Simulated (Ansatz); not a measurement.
Reaction (substitution at a C–S bond): `C[S][Cd][SH]` + `CB(O)S` → `COB(C)S` + `[SH][Cd][SH]`

Program: Ansatz. Geometries: PBE0-D4/def2-TZVP. ΔE: electronic, gas phase. CBS: MP2 limit from def2 TZ/QZ plus the TZ coupled-cluster correction, frozen cores. Functionals use def2-TZVPP. HSE06 is defined as in plane-wave codes. def2 core potentials past Kr. For Cd outer-core shells are correlated without core-valence functions, which leaves a few kJ/mol of doubt a bond. Each species was taken in one conformer, which may not be the lowest.

Question: Is it downhill or uphill in electronic energy at CCSD(T)/CBS, and by how much? (Best estimate.)

Answer: Computed: Uphill: ΔE = +22.1 kJ/mol.

Question: What do these levels give: LDA (SPW92), BLYP-D4, B97M-V, HSE06-D4, BHLYP-D4, ωB97M-V, B2PLYP, revPBE, CAM-B3LYP, CCSD/def2-TZVPP, HF/def2-QZVPP, CCSD/CBS(def2)? (Estimate.)

Answer: Computed: LDA (SPW92) 18.3, BLYP-D4 20.8, B97M-V 19.2, HSE06-D4 23.8, BHLYP-D4 17.0, ωB97M-V 19.9, B2PLYP 21.2, revPBE 28.5, CAM-B3LYP 16.2, CCSD/def2-TZVPP 17.8, HF/def2-QZVPP 12.8, CCSD/CBS(def2) 21.0 kJ/mol.

Largest T1 diagnostic among the species: 0.013.

Leaving LDA and LC-ωPBE aside and taking each functional with its dispersion term where it has one, the values, not all of them listed here, spread over 10.0 kJ/mol, from CAM-B3LYP-D4 to revPBE-D4. LDA lies −7.3 kJ/mol from PBE without D4. In def2-TZVPP, CCSD(T) changes the Hartree–Fock value by +5.7 kJ/mol (the triples alone add +1.1 kJ/mol) and MP2 by +11.8 kJ/mol.
